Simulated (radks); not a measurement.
Question: All-electron atom: Ni in [Ar] 3d8 4s2 (the NIST ground configuration). Calculated with a radial shooting solver on a logarithmic mesh with Libxc functionals: scalar-relativistic Kohn-Sham, r2SCAN, spin-unpolarised, spherical densities, finite nucleus; meta-GGA in the generalised Kohn-Sham scheme; Fermi nuclear charge, rms radius 3.7757 fm. Some entries of the table are withheld. Estimate them.

orbital,occ.,eigenvalue (hartree),r(max) (bohr)
1s,2,(1),(2)
2s,2,-36.45488,0.2043
2p,6,-31.30155,0.1649
3s,2,(3),(4)
3p,6,-2.70907,0.6472
3d,8,(5),0.6331
4s,2,-0.21582,2.253

Answer: 
(1) 1s eigenvalue (hartree): -302.7706
(2) 1s r(max) (bohr): 0.03540
(3) 3s eigenvalue (hartree): -4.22198
(4) 3s r(max) (bohr): 0.6388
(5) 3d eigenvalue (hartree): -0.33325
